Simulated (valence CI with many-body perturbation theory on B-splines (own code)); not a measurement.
## From CI to CI+MBPT in La25+

Calculated by configuration interaction combined with many-body perturbation theory (CI+MBPT): four valence electrons over a frozen Dirac-Fock core [Ar] 3d10, radial functions for each j: 11 s, 11 p, 9 d, 7 f, 5 g, 2 h, 1 i, with the one-electron correlation potential Σ1, the two-electron term Σ2, the three-electron term Σ3, Breit, model QED; selected CI, second order for the rest (own B-spline code, finite nucleus).

No measured spectrum was set against this ion. As an estimate, levels hold to about 250 cm⁻¹ or 0.2 % of their energy and the worst to 1 %, as in measured heavy ions of charge 2 to 7; those with d or f electrons hold less well.

Each rung adds one term. CI alone is the Dirac-Coulomb CI over the frozen core; QED comes last and gives the full result, which names the levels. Energies are above (4s^2 4p1/2^2) J=0 on the same rung, in cm⁻¹.

Levels are named by their leading jj configuration (3d3/2^4 stands for four electrons in 3d with j = 3/2), which in mixed levels can hold well under half, so a name can repeat and another be missing. Letters in brackets count levels of one name in rising energy.

```
                     Level  CI alone     + Σ1     + Σ2     + Σ3  + Breit     Full
    (4s^2 4p1/2 4p3/2) J=1    160478   161500   162341   162415   160043   160351
    (4s^2 4p1/2 4p3/2) J=2    183139   184186   184662   184686   182174   182483
        (4s^2 4p3/2^2) J=2    360663   362742   363863   363912   359071   359675
        (4s^2 4p3/2^2) J=0    412946   415045   415203   415106   410407   410995
    (4s 4p1/2^2 4p3/2) J=2    606044   606949   609900   610139   609647   606853
    (4s 4p1/2^2 4p3/2) J=1    688210   689139   688905   689019   688490   685759
(4s 4p1/2 4p3/2^2) J=2 [a]    760026   761725   765063   765326   762860   760402
    (4s 4p1/2 4p3/2^2) J=3    801705   803504   806057   806279   803383   800957
    (4s 4p1/2 4p3/2^2) J=0    848456   850301   851482   851565   849026   846548
(4s 4p1/2 4p3/2^2) J=2 [b]    867867   869410   869739   869942   866838   864922
(4s 4p1/2 4p3/2^2) J=1 [a]    869137   871048   870976   871082   868282   865851
(4s 4p1/2 4p3/2^2) J=1 [b]    920307   922102   915829   915815   913462   910904
    (4s^2 4p1/2 4d3/2) J=2    953090   953920   953222   953391   949474   948909
          (4s 4p3/2^3) J=2   1015070  1017490  1018260  1018430  1013340  1011710
    (4s^2 4p1/2 4d5/2) J=3   1019270  1020170  1018860  1019020  1013840  1013800
    (4s^2 4p1/2 4d3/2) J=1   1041850  1042470  1035970  1035920  1032100  1031800
    (4s^2 4p1/2 4d5/2) J=2   1046050  1047110  1041700  1041740  1037100  1036600
          (4s 4p3/2^3) J=1   1108090  1110730  1105500  1105520  1100650  1098710
    (4s^2 4p3/2 4d5/2) J=4   1159780  1161590  1162430  1162680  1155200  1155490
```

(1) How does the ionisation energy move along the ladder, and which term matters most?

Answers

(1) CI alone 866.32, + Σ1 867.83, + Σ2 867.85, + Σ3 867.74, + Breit 866.97, + QED 867.00 eV. The largest step is Σ1, 1.51 eV. NIST lists 865 ± 4 eV (theoretical).
